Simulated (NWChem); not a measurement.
System: CH5BrOSi; SMILES CO[SiH2]Br

NWChem input:

```
start job
memory heap 200 mb stack 900 mb global 1100 mb
geometry units angstroms noautoz
  Si     0.978842    -0.567451     0.039131
  Br    -0.147516     1.360049    -0.008432
  O      0.028321    -1.814322    -0.467793
  C     -1.161516    -2.248603     0.138336
  H      2.110771    -0.478680    -0.911805
  H      1.420941    -0.757301     1.449915
  H     -1.005442    -2.533505     1.194532
  H     -1.526749    -3.131779    -0.405690
  H     -1.942280    -1.469343     0.100474
end
basis spherical
  * library 6-31g*
end
dft
  xc r2scan
  grid coarse
  iterations 150
  mulliken
end
task dft gradient
```

NWChem printed, in part:

```
             Northwest Computational Chemistry Package (NWChem) 7.3.0
             --------------------------------------------------------

 C1  symmetry detected

                             Geometry "geometry" -> ""
                             -------------------------

 Output coordinates in angstroms (scale by  1.889725989 to convert to a.u.)

  No.       Tag          Charge          X              Y              Z
 ---- ---------------- ---------- -------------- -------------- --------------
    1 Si                  14.0000     0.98132287    -0.58466346     0.10580396
    2 Br                  35.0000    -0.19886203     1.30622635    -0.02798758
    3 O                    8.0000     0.08644697    -1.87126186    -0.40312735
    4 C                    6.0000    -1.11082021    -2.32702643     0.17179386
    5 H                    1.0000     2.14312088    -0.48398751    -0.80716513
    6 H                    1.0000     1.37856989    -0.72793922     1.53530489
    7 H                    1.0000    -0.98393934    -2.58224831     1.23942735
    8 H                    1.0000    -1.43041446    -3.23335486    -0.36279718
    9 H                    1.0000    -1.91234057    -1.57285041     0.08779540

 Effective nuclear repulsion energy (a.u.)     327.0714637993

                                 NWChem DFT Module
                                 -----------------

 Summary of "ao basis" -> "ao basis" (spherical)
 ------------------------------------------------------------------------------
       Tag                 Description            Shells   Functions and Types
 ---------------- ------------------------------  ------  ---------------------
 Si                          6-31g*                  8       18   4s3p1d
 Br                          6-31g*                 12       32   5s4p3d
 O                           6-31g*                  6       14   3s2p1d
 C                           6-31g*                  6       14   3s2p1d
 H                           6-31g*                  2        2   2s

            General Information
            -------------------
          SCF calculation type: DFT
          Wavefunction type:  closed shell.
          No. of atoms     :     9
          No. of electrons :    68
           Alpha electrons :    34
            Beta electrons :    34
          Charge           :     0
          Spin multiplicity:     1
          Use of symmetry is: off; symmetry adaption is: off
          Maximum number of iterations: 150
          AO basis - number of functions:    88
                     number of shells:    42
          Convergence on energy requested:  1.00D-06
          Convergence on density requested:  1.00D-05
          Convergence on gradient requested:  5.00D-04

              XC Information
              --------------
                      r^2SCAN Method XC Functional
               r^2SCAN metaGGA Exchange Functional  1.000
                     r^2SCAN Correlation Potential  1.000

             Grid Information
             ----------------
          Grid used for XC integration:  coarse
          Radial quadrature: Mura-Knowles
          Angular quadrature: Lebedev.
          Tag              B.-S. Rad. Rad. Pts. Rad. Cut. Ang. Pts.
          ---              ---------- --------- --------- ---------
          Si                  1.10       70           9.0       302
          Br                  1.15       95          11.0       302
          O                   0.60       35           9.0       302
          C                   0.70       35          10.0       302
          H                   0.35       35          12.0       302
          Grid pruning is: on
          Number of quadrature shells:   410
          Spatial weights used:  Erf1

      Superposition of Atomic Density Guess
      -------------------------------------

 Sum of atomic energies:       -2975.81035513

      Non-variational initial energy
      ------------------------------

 Total energy =   -2977.314241
 1-e energy   =   -4789.610565
 2-e energy   =    1485.224860
 HOMO         =      -0.362727
 LUMO         =       0.063489

     ---------------------------------------------
      Total Density - Mulliken Population Analysis
     ---------------------------------------------

    Atom       Charge   Shell Charges
 -----------   ------   -------------------------------------------------------
    1 Si  14    12.99   2.00  2.00  5.97  0.90  1.35  0.26  0.32  0.19
    2 Br  35    35.43   2.00  2.00  6.00  2.00  5.99  1.56  3.94  0.39  1.53  6.97  2.93  0.12
    3 O    8     8.83   2.00  0.92  3.10  0.89  1.91  0.02
    4 C    6     6.21   2.00  0.69  1.83  0.63  1.00  0.06
    5 H    1     1.06   0.47  0.59
    6 H    1     1.06   0.47  0.59
    7 H    1     0.81   0.48  0.33
    8 H    1     0.80   0.48  0.32
    9 H    1     0.81   0.48  0.33

   convergence    iter        energy       DeltaE   RMS-Dens  Diis-err
 ---------------- ----- ----------------- --------- --------- ---------
 d= 0,ls=0.0,diis     1  -2979.5427503420 -3.31D+03  1.44D-02  5.98D-01
 d= 0,ls=0.0,diis     2  -2979.4823452882  6.04D-02  9.20D-03  1.22D+00
 d= 0,ls=0.0,diis     3  -2979.6054574719 -1.23D-01  2.52D-03  6.16D-02
 d= 0,ls=0.0,diis     4  -2979.6095503725 -4.09D-03  1.30D-03  1.36D-02
 d= 0,ls=0.0,diis     5  -2979.6113327771 -1.78D-03  2.16D-04  2.15D-04
  Resetting Diis
 d= 0,ls=0.0,diis     6  -2979.6113665026 -3.37D-05  3.85D-05  1.18D-05
 d= 0,ls=0.0,diis     7  -2979.6113679236 -1.42D-06  1.45D-05  7.94D-07
 d= 0,ls=0.0,diis     8  -2979.6113678577  6.59D-08  8.88D-06  1.27D-06

         Total DFT energy =    -2979.611367857695
      One electron energy =    -4792.838727554882
           Coulomb energy =     1614.230792974475
    Exchange-Corr. energy =     -128.074897076586
 Nuclear repulsion energy =      327.071463799298

 Numeric. integr. density =       68.000020520401

                       DFT Final Molecular Orbital Analysis
                       ------------------------------------

 Vector   32  Occ=2.000000D+00  E=-2.784043D-01
              MO Center= -1.5D-01,  4.8D-01, -4.8D-02, r^2= 3.6D+00
   Bfn.  Coefficient  Atom+Function         Bfn.  Coefficient  Atom+Function
  ----- ------------  ---------------      ----- ------------  ---------------
    29      0.595237  2 Br px                30      0.310611  2 Br py
    25     -0.267359  2 Br px                33      0.267443  2 Br px
    55      0.246229  3 O  pz                59      0.188284  3 O  pz
    26     -0.139976  2 Br py                34      0.136681  2 Br py
    69     -0.093005  4 C  pz                84     -0.091058  7 H  s

 Vector   33  Occ=2.000000D+00  E=-2.692092D-01
              MO Center= -5.5D-02,  5.0D-01, -3.0D-02, r^2= 3.6D+00
   Bfn.  Coefficient  Atom+Function         Bfn.  Coefficient  Atom+Function
  ----- ------------  ---------------      ----- ------------  ---------------
    31      0.655342  2 Br pz                27     -0.293674  2 Br pz
    35      0.291319  2 Br pz                54      0.216232  3 O  py
    58      0.161360  3 O  py                30      0.159153  2 Br py
    80      0.134863  5 H  s                 53     -0.129968  3 O  px
    82     -0.123979  6 H  s                 57     -0.099224  3 O  px

 Vector   34  Occ=2.000000D+00  E=-2.674654D-01
              MO Center= -1.7D-02, -1.1D+00,  1.0D-02, r^2= 3.7D+00
   Bfn.  Coefficient  Atom+Function         Bfn.  Coefficient  Atom+Function
  ----- ------------  ---------------      ----- ------------  ---------------
    55      0.327849  3 O  pz                30     -0.269460  2 Br py
    54     -0.253524  3 O  py                59      0.250420  3 O  pz
    31      0.227952  2 Br pz                53      0.225278  3 O  px
    82     -0.220877  6 H  s                 58     -0.198678  3 O  py
    57      0.173314  3 O  px                84     -0.168670  7 H  s

 Vector   35  Occ=0.000000D+00  E=-4.280790D-03
              MO Center=  7.1D-01, -5.2D-02,  1.1D-01, r^2= 4.5D+00
   Bfn.  Coefficient  Atom+Function         Bfn.  Coefficient  Atom+Function
  ----- ------------  ---------------      ----- ------------  ---------------
    12      0.821662  1 Si py                10      0.807161  1 Si s
    32     -0.714208  2 Br s                 34      0.608779  2 Br py
     8      0.489421  1 Si py                11     -0.461157  1 Si px
    33     -0.389532  2 Br px                 6      0.355484  1 Si s
    30      0.312789  2 Br py                28      0.280927  2 Br s

 Vector   36  Occ=0.000000D+00  E= 8.031897D-03
              MO Center=  7.1D-01, -5.8D-01,  1.3D-01, r^2= 4.2D+00
   Bfn.  Coefficient  Atom+Function         Bfn.  Coefficient  Atom+Function
  ----- ------------  ---------------      ----- ------------  ---------------
    11      0.765437  1 Si px                56      0.700459  3 O  s
    12      0.620066  1 Si py                 7      0.327555  1 Si px
    10     -0.255384  1 Si s                 80     -0.253541  5 H  s
    70      0.228439  4 C  s                 34     -0.215512  2 Br py
     8      0.190816  1 Si py                30     -0.186275  2 Br py

 Vector   37  Occ=0.000000D+00  E= 6.986166D-02
              MO Center=  9.4D-01, -9.2D-01,  8.0D-02, r^2= 4.7D+00
   Bfn.  Coefficient  Atom+Function         Bfn.  Coefficient  Atom+Function
  ----- ------------  ---------------      ----- ------------  ---------------
    80      1.119399  5 H  s                 70     -0.811163  4 C  s
     6     -0.783509  1 Si s                 11     -0.725850  1 Si px
    86      0.437904  8 H  s                 82      0.390454  6 H  s
    56      0.370945  3 O  s                 10     -0.340038  1 Si s
    12      0.324188  1 Si py                 7     -0.304520  1 Si px

     ---------------------------------------------
      Total Density - Mulliken Population Analysis
     ---------------------------------------------

    Atom       Charge   Shell Charges
 -----------   ------   -------------------------------------------------------
    1 Si  14    13.29   2.00  2.00  5.96  0.96  1.72  0.16  0.22  0.27
    2 Br  35    35.29   2.00  2.00  6.00  2.00  5.99  1.61  3.90  0.36  1.42  6.95  2.91  0.17
    3 O    8     8.56   2.00  0.90  2.93  0.94  1.78  0.02
    4 C    6     6.26   2.00  0.68  2.04  0.60  0.89  0.06
    5 H    1     1.06   0.51  0.56
    6 H    1     1.08   0.51  0.57
    7 H    1     0.83   0.53  0.31
    8 H    1     0.81   0.53  0.28
    9 H    1     0.82   0.53  0.29

     -------------------------------------------
      Total Density - Lowdin Population Analysis
     -------------------------------------------

    Atom       Charge   Shell Charges
 -----------   ------   -------------------------------------------------------
    1 Si  14    13.55   2.00  1.98  5.88  0.66  1.56  0.36  0.73  0.38
    2 Br  35    35.20   2.00  2.00  5.99  2.00  5.91  1.28  3.55  0.58  1.88  6.71  3.07  0.25
    3 O    8     8.35   1.99  0.84  2.79  0.66  2.02  0.05
    4 C    6     6.22   1.99  0.55  1.84  0.44  1.29  0.12
    5 H    1     1.03   0.50  0.53
    6 H    1     1.05   0.50  0.55
    7 H    1     0.87   0.50  0.37
    8 H    1     0.86   0.50  0.36
    9 H    1     0.87   0.50  0.37

     Multipole analysis of the density
     ---------------------------------

     L   x y z        total         alpha         beta         nuclear
     -   - - -        -----         -----         ----         -------
     0   0 0 0     -0.000000    -34.000000    -34.000000     68.000000

     1   1 0 0     -0.055984     -0.027992     -0.027992      0.000000
     1   0 1 0     -0.621290     -0.310645     -0.310645     -0.000000
     1   0 0 1      0.339318      0.169659      0.169659     -0.000000

     2   2 0 0    -31.133333    -78.942420    -78.942420    126.751508
     2   1 1 0      1.788704     -8.433695     -8.433695     18.656093
     2   1 0 1      0.016455      0.467450      0.467450     -0.918444
     2   0 2 0    -32.819487   -275.968020   -275.968020    519.116553
     2   0 1 1     -1.330653      1.837677      1.837677     -5.006008
     2   0 0 2    -33.822210    -28.241194    -28.241194     22.660178

            General Information
            -------------------
          SCF calculation type: DFT
          Wavefunction type:  closed shell.
          No. of atoms     :     9
          No. of electrons :    68
           Alpha electrons :    34
            Beta electrons :    34
          Charge           :     0
          Spin multiplicity:     1
          Use of symmetry is: off; symmetry adaption is: off
          Maximum number of iterations: 150
          AO basis - number of functions:    88
                     number of shells:    42
          Convergence on energy requested:  1.00D-06
          Convergence on density requested:  1.00D-05
          Convergence on gradient requested:  5.00D-04

              XC Information
              --------------
                      r^2SCAN Method XC Functional
               r^2SCAN metaGGA Exchange Functional  1.000
                     r^2SCAN Correlation Potential  1.000

             Grid Information
             ----------------
          Grid used for XC integration:  coarse
          Radial quadrature: Mura-Knowles
          Angular quadrature: Lebedev.
          Tag              B.-S. Rad. Rad. Pts. Rad. Cut. Ang. Pts.
          ---              ---------- --------- --------- ---------
          Si                  1.10       70           9.0       302
          Br                  1.15       95          11.0       302
          O                   0.60       35           9.0       302
          C                   0.70       35          10.0       302
          H                   0.35       35          12.0       302
          Grid pruning is: on
          Number of quadrature shells:   410
          Spatial weights used:  Erf1

          Convergence Information
          -----------------------
          Convergence aids based upon iterative change in
          total energy or number of iterations.
          Levelshifting, if invoked, occurs when the
          HOMO/LUMO gap drops below (HL_TOL):  1.00D-02
          DIIS, if invoked, will attempt to extrapolate
          using up to (NFOCK): 10 stored Fock matrices.

                    Damping( 0%)  Levelshifting(0.5)       DIIS
                  --------------- ------------------- ---------------
          dE  on:    start            ASAP                start
          dE off:    2 iters        150 iters           150 iters

                            NWChem DFT Gradient Module
                            --------------------------

  charge          =   0.00
  wavefunction    = closed shell

                         DFT ENERGY GRADIENTS

    atom               coordinates                        gradient
                 x          y          z           x          y          z
   1 Si      1.854431  -1.104854   0.199940    0.001468   0.003939  -0.000999
   2 Br     -0.375795   2.468410  -0.052889    0.000201  -0.001197  -0.000104
   3 O       0.163361  -3.536172  -0.761800   -0.011672  -0.003964   0.006042
   4 C      -2.099146  -4.397442   0.324643    0.012952   0.003690  -0.007598
   5 H       4.049911  -0.914604  -1.525321    0.001959   0.000434  -0.001300
   6 H       2.605119  -1.375606   2.901306    0.000209  -0.000558   0.001857
   7 H      -1.859376  -4.879742   2.342178   -0.000561  -0.001027   0.002492
   8 H      -2.703091  -6.110155  -0.685587   -0.002075  -0.002716  -0.000664
   9 H      -3.613800  -2.972256   0.165909   -0.002480   0.001399   0.000273
```

Level: r2SCAN/6-31G* (spherical d). Structure relaxed at the PBE0/def2-SVP level.
